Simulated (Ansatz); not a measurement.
Basis sets compared for PbI₂⁺. Total charge 1; doublet. Geometry PBE0-D4/def2-SVP. Ansatz on 4 threads of INTEL XEON PLATINUM 8581C on a shared host; times are rough, and most runs start from earlier orbitals.

Cartesian coordinates in Å:
```
Pb 0.1856 1.5561 -0.1635
I 1.4709 -1.0196 -0.4425
I -1.6565 -0.5364 0.6060
```

In the def2 sets I, Pb take a core potential; there is no spin–orbit coupling. The structure comes from a short search, and lower isomers may exist.

```tsv
level	functions	energy (Eh)	HOMO (eV)	LUMO (eV)	wall time
PBE-D4/def2-SVP	78	-788.0998	-10.94	-10.21	0.55 s
PBE0-D4/def2-SVP	78	-788.1107	-12.08	-9.53	0.95 s
```

(1) Estimate the rows for PBE-D4/def2-TZVP, PBE0-D4/def2-TZVP.

## Answers

(1) 
```csv
level,functions,energy (Eh),HOMO (eV),LUMO (eV),wall time
PBE-D4/def2-TZVP,150,-788.1289,-10.85,-10.10,1.4 s
PBE0-D4/def2-TZVP,150,-788.1387,-11.96,-9.38,1.9 s
```
